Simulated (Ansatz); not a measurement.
Species: GaH2, charge 1, multiplicity 1. 
Geometry from a B3LYP-D3(BJ)/def2-TZVP (Ansatz, a quantum-chemistry and plane-wave program) optimisation:
SMILES: [GaH2+]
```xyz
3

Ga     0.0000     0.0000     0.0000
H      0.0000     0.0000     1.5293
H      0.0000     0.0000    -1.5293
```
Charge +1, spin multiplicity 1.

Basis-set convergence of Hartree-Fock and CCSD correlation energies (hartree) with Ansatz. Correlated levels leave the core frozen unless marked. No spin-orbit coupling. The frozen core is the preceding noble-gas configuration, with the filled d and f shells of earlier blocks. Non-relativistic.

```
basis       functions        E(HF)  E(corr, CCSD)
----------  ---------  -----------  -------------
def2-SVP           42  -1923.87067       -0.06577
def2-TZVPP         76  -1924.12045       -0.07483
def2-QZVPP        149  -1924.16135       -0.07709
```

Extrapolating the two largest sets (X = 3 and 4) as X^-3: E(corr) = (64·(-0.07709) - 27·(-0.07483))/37 = -0.0787 Eh, an estimate of the basis-set limit. The largest set recovers 97.9 % of it, the smallest 83.5 %.
